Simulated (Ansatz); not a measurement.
The cluster Cs₄, relaxed as a singlet with RKS r2SCAN/def2-TZVP in Ansatz, starting from the GFN1-xTB geometry. Force threshold 0.02 eV/Å.

In the def2 sets Cs takes a core potential; there is no spin–orbit coupling. The restricted singlet is unstable: a solution with broken spin symmetry lies lower. At r2SCAN/def2-TZVP a triplet of charge 0 lies 0.07 eV below the restricted singlet, each at its own geometry. The structure comes from a short search, and lower isomers may exist.

Start:

```xyz
4

Cs   -1.789   -4.456    0.770
Cs   -0.661    0.666    1.759
Cs    0.669   -0.690   -1.817
Cs    1.781    4.480   -0.712
```

Q: Estimate the energy that the relaxation releases and the steps that it takes.

A: 3.3 kcal/mol, in 5 steps; 16 s on 4 threads of Arm Neoverse V1 on a shared host. The force fell under the threshold at step 4, but the optimiser went on. No frequencies were taken in this run, so the end may be a saddle point.

Q: Does the start keep its bonding?

A: By distances, no bond broke or formed. The bond that changes most is Cs2–Cs3, from 4.05 to 4.88 Å (atoms count from 1).

Q: Predict the relaxed structure.

A: 
```xyz
4

Cs   -1.776   -4.407    0.768
Cs   -0.845    0.727    2.177
Cs    0.837   -0.723   -2.172
Cs    1.783    4.403   -0.773
```
Bond lengths (bridged metal pairs left out): 5 × Cs–Cs 4.88 to 5.40 Å.
